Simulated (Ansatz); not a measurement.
A nudged elastic band was laid between two geometries of Cl2H2HfO2 + H4Si (12 atoms, charge 0, multiplicity 1).

Computed with Ansatz 0.2.0, RKS B3LYP-D4/def2-SVP.

| Item | Value |
| --- | --- |
| movable images | 7 |
| climbing image | yes |
| spring | 5.0 eV/Å² |
| optimiser | quadratic models (default) |
| start path | through a guess of the saddle point |
| force threshold | 0.05 eV/Å |
| iteration limit | 60 |
| end points | relaxed |

Initial state:

```xyz
12
Properties=species:S:1:pos:R:3
Hf -0.333 -0.415 0.185
O -0.612 -0.569 2.068
H -0.763 -0.664 3.010
Cl 1.993 -0.517 -0.319
Cl -1.333 1.582 -0.639
O -1.172 -1.881 -0.702
H -1.636 -2.660 -1.012
Si 1.876 2.913 1.314
H 3.254 2.630 1.804
H 1.860 2.965 -0.170
H 1.403 4.213 1.871
H 0.965 1.837 1.801
```

Final state:

```xyz
12
Properties=species:S:1:pos:R:3
Hf -0.264 0.443 -0.105
O -0.407 0.324 2.226
H -1.239 0.642 2.611
Cl 0.046 1.288 -2.293
Cl -2.555 1.089 0.343
O 0.305 -1.373 -0.174
H 0.484 -2.305 -0.313
Si 1.877 1.923 0.840
H 2.111 1.604 2.310
H 3.207 1.728 0.180
H 1.597 3.400 0.840
H 0.340 0.670 2.745
```

Q: What changes between the two ends?

A: Bonds broken: Si8–H12. Bonds formed: Hf1–Si8, O2–H12. Cl2H2HfO2 + H4Si becomes Cl2H6HfO2Si.

Q: Give the energies along the band, and the barrier.

A: It converged. The highest image is number 4 of 0 to 8, 2.01 eV above the first end and 0.82 eV above the last; the last end lies 1.18 eV above the first. The profile has 2 maxima (images 4, 7) with wells between them (image 6): this band takes more than one step, which may be the mechanism or a detour left from its start path. Neighbouring images differ by up to 1.5 eV, so the band resolves the path poorly. A vibrational analysis at the climbing image gives one clearly imaginary mode, 982i cm⁻¹: a first-order saddle point. The orbitals stay closed-shell, which can raise the energy where a bond breaks towards radicals; this wasn't checked here.

```csv
image,path coordinate (Å),energy (eV),Si8–H12 (Å),Hf1–Si8 (Å),O2–H12 (Å)
0,0.00,0.00,1.49,4.15,2.89
1,0.87,0.01,1.49,4.13,2.74
2,1.74,0.08,1.49,3.82,2.43
3,2.60,0.48,1.51,3.40,1.99
4,3.47,2.01,1.98,3.09,1.15
5,5.42,1.31,2.69,2.79,0.97
6,7.38,1.25,3.07,2.76,0.97
7,9.33,1.30,3.10,2.77,0.97
8,11.28,1.18,2.75,2.77,0.97
```

Q: What is the geometry of the highest image?

A: 
```xyz
12
Properties=species:S:1:pos:R:3
Hf 0.010 0.119 -0.021
O -0.362 0.166 2.080
H -1.149 0.188 2.647
Cl 2.052 -0.233 -1.168
Cl -1.459 1.598 -1.119
O -0.784 -1.610 -0.183
H -0.971 -2.546 -0.292
Si 1.691 2.334 1.317
H 3.098 1.903 1.582
H 1.688 3.058 0.002
H 1.351 3.378 2.345
H 0.339 1.078 2.022
```

The band took 33 iterations and roughly 30 core-minutes.

Time of the run: 8.5 min on 4 threads of Intel(R) Xeon(R) 6975P-C (Granite Rapids) (shared host), peak memory 0.48 GiB.
